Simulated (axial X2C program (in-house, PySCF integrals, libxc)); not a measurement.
Curves of TmSH from open-shell CI on f13 s1

Calculated with an in-house all-electron X2C program for linear molecules (integrals from PySCF): two-component X2C with atomic mean-field Coulomb and Gaunt terms, basis Tm dyall-v2z, S dyall-v2z, H dyall-v2z (cores contracted in-house). Orbitals come from Hartree–Fock averaged over the configuration Tm f13 s1; CI then distributes these electrons over the f, s shells of Tm.

Scan along the Tm–S bond with SH moving as one mass, its bond held at 1.340 Å; masses Tm 168.934 u, S 31.972 u, H 1.008 u. Energies in cm⁻¹ from the lowest point; levels are followed by energy order within each Ω. Lowest level at 2.586 Å: 100% f13 s1.

| R (Å) | (1)Ω=0 | (1)Ω=1 | (1)Ω=2 | (2)Ω=0 | (2)Ω=1 |
| --- | --- | --- | --- | --- | --- |
| 2.405 | 1349 | 1364 | 1422 | 1634 | 1654 |
| 2.495 | 305 | 329 | 410 | 590 | 630 |
| 2.586 | 0 | 28 | 124 | 284 | 337 |
| 2.689 | 298 | 329 | 433 | 582 | 644 |
| 2.793 | 1073 | 1104 | 1211 | 1357 | 1422 |
| 2.909 | 2298 | 2329 | 2436 | 2583 | 2649 |
| 3.051 | 4100 | 4130 | 4233 | 4386 | 4450 |

Question: Fit the curves (1)Ω=0, (1)Ω=1, (1)Ω=2, (2)Ω=0, (2)Ω=1 near their minima.

Answer: From the open-shell CI curves, Te from the lowest:

```tsv
level	Te (cm⁻¹)	Re (Å)	ωe (cm⁻¹)
(1)Ω=0	0	2.587	281.1
(1)Ω=1	28	2.586	280.8
(1)Ω=2	123	2.584	280.0
(2)Ω=0	284	2.587	281.1
(2)Ω=1	337	2.585	280.6
```

Without dynamic correlation distances can be off by several hundredths of an Å (long for ionic bonds, short for multiple bonds) and the wavenumbers are rough.

The 5 lowest curves are shown; the next is (1)Ω=3, from 351 cm⁻¹.

There is no dynamic correlation: spin–orbit spacings and, for f shells, spacings inside one term are the most reliable numbers, splittings between terms come out too wide, and energies between configurations are not reliable, so the lowest level need not be the ground state of the molecule. At most 4 roots were kept for each Ω > 0 (twice that for Ω = 0) within 2.2 eV of the lowest, so higher up levels can be missing between those listed; levels with Ω > 0 are doubly degenerate and listed once, Ω = 0 levels singly. The molecule was held linear; bending was not examined. Hydrosulfides and their kin are strongly bent in nature, so this linear model does not describe the real molecule.
